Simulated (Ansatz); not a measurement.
Gas-phase electronic energies from Ansatz, PBE0-D4/def2-TZVP geometries. CBS: MP2 limit from def2 TZ/QZ plus the TZ coupled-cluster correction, frozen cores. DFT in def2-TZVPP. B3LYP here is the variant with VWN-RPA as its local correlation; programs differ in this. Each species was taken in one conformer, which may not be the lowest.

Consider the isomerisation: `C[SiH](N)CS` → `CN[SiH](C)S`.

`C[SiH](N)CS`:

Cartesian coordinates in Å:
```
C -0.095 1.775 -0.065
Si -0.017 0.016 -0.668
N -1.532 -0.735 -0.317
C 1.325 -0.961 0.212
S 1.007 -1.097 1.990
H 0.844 2.293 -0.277
H -0.898 2.328 -0.560
H -0.262 1.804 1.014
H 0.330 -0.009 -2.123
H -1.742 -1.653 -0.676
H -2.364 -0.168 -0.291
H 1.457 -1.953 -0.230
H 2.276 -0.433 0.102
H -0.330 -1.207 1.891
```

`CN[SiH](C)S`:

Z-matrix (Å, degrees):
```
C
N 1 1.446
H 1 1.092 2 109.9
H 1 1.098 2 113.5 3 -120.3
H 1 1.094 2 110.9 3 118.0
Si 2 1.711 1 126.2 3 29.7
H 2 1.008 1 113.8 3 -172.0
S 6 2.146 2 104.0 1 -159.4
C 6 1.861 2 109.5 1 -37.6
H 6 1.495 2 116.3 1 85.2
H 8 1.343 6 94.2 2 -142.4
H 9 1.092 6 111.2 2 -53.9
H 9 1.094 6 111.6 2 67.7
H 9 1.093 6 109.4 2 -173.3
```

| level | ΔE (kcal/mol) | difference from CCSD(T)/CBS |
| --- | --- | --- |
| PBE-D4 | -8.4 | 0.0 |
| PBE0-D4 | -8.8 | -0.4 |
| B3LYP-D4 | -9.0 | -0.6 |
| ωB97X-V | -8.9 | -0.5 |
| ωB97M-V | -8.1 | 0.3 |
| B2PLYP | -9.2 | -0.8 |
| PBE | -8.8 | -0.4 |
| r2SCAN | -8.8 | -0.4 |
| B3LYP | -9.6 | -1.2 |
| MP2/def2-TZVPP | -8.4 | 0.0 |
| SCS-MP2/def2-TZVPP | -9.0 | -0.6 |
| CCSD/def2-TZVPP | -9.0 | -0.6 |
| SCS-MP2/def2-QZVPP | -8.8 | -0.4 |
| HF/CBS(def2) | -11.4 | -3.0 |
| MP2/CBS(def2) | -8.2 | 0.2 |
| CCSD/CBS(def2) | -8.7 | -0.3 |
| CCSD(T)/CBS | -8.4 | 0 |

Largest T1 diagnostic among the species: 0.010.

In def2-TZVPP, CCSD(T) changes the Hartree–Fock value by +2.7 kcal/mol (the triples alone add +0.4 kcal/mol) and MP2 by +2.9 kcal/mol.
